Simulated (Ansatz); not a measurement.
```yaml
crystal:
  periodic: [false, false, false]
  atoms:
    - {symbol: Sn, position_ang: [0.366464, 0.210103, 1.760730]}
    - {symbol: Ge, position_ang: [1.183944, 2.369780, -0.578442]}
    - {symbol: Ge, position_ang: [-2.660071, -0.095065, 0.516200]}
    - {symbol: Ge, position_ang: [-0.891026, -1.613728, -0.194170]}
    - {symbol: Ge, position_ang: [1.447256, -2.291534, -0.076462]}
    - {symbol: Ge, position_ang: [-1.062938, 1.426722, -0.520496]}
    - {symbol: Ge, position_ang: [1.616369, -0.006277, -0.907351]}
basis:
  gaussian: {orbitals: def2-TZVP, initial_orbitals: start.molden}
hamiltonian: {xc: {name: wB97M-V}}
scf: {omitted_lower_state_checks: [starts]}
output: {orbitals: {seedname: orbitals}}
```

The file start.molden holds the orbitals of an earlier run on this structure, at another level or in another basis.

```sh
$ ansatz run in.yaml --threads 4 --pin off --events-out ev --progress --plain --max-ram 4787MiB
```

Task: Does this run fit into the memory that it is given?

Result: No. It has 338 basis functions, and Ansatz plans for 6 GiB where 5 GiB are given.
